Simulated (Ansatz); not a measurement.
Ansatz (a program for electronic structure) input:

Ansatz 0.2 input:
```yaml
crystal:
  periodic: [false, false, false]
  atoms:
    - {symbol: Sb, position_ang: [-0.00000000, -0.00000000, -0.03312522]}
    - {symbol: H, position_ang: [0.00000000, 0.00000000, 1.68938604]}
basis:
  gaussian:
    orbitals: def2-TZVPD
hamiltonian:
  xc: {name: r2SCAN0}
magnetization: {spin_polarized: true, initial_magnetization: 2}
output: {forces: true}
```

Question: What final total energy does it print?

Answer: -240.87941 Eh (r2SCAN0/def2-TZVPD). The basis has 65 functions.
